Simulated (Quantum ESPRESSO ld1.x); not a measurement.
Task: Species: V2+. Configuration: [Ne] 3p6 3d3 4f2 (not the ground configuration). All-electron calculation, scalar-relativistic Kohn-Sham, HCTH/120, spin-unpolarised, spherical densities, point nucleus. Program: ld1.x of Quantum ESPRESSO 7.5. Some entries of the table are withheld. Estimate them.

orbital  occ.  eigenvalue (hartree)  <r^2> (bohr^2)  r(max) (bohr)
1s          2                   (1)        0.005942        0.04352
2s          2                   (2)          0.1117         0.2553
2p          6                   (3)         0.09186         0.2077
3s          0              -4.16808          0.9628         0.8072
3p          6                   (4)           1.072         0.8245
3d          3              -1.64837           1.369         0.8086
4p          0              -0.79118           8.331          2.414
4f          2              -0.27150           25.79          4.101

Result: 
(1) 1s eigenvalue (hartree): -199.001
(2) 2s eigenvalue (hartree): -24.0173
(3) 2p eigenvalue (hartree): -20.3925
(4) 3p eigenvalue (hartree): -3.17790
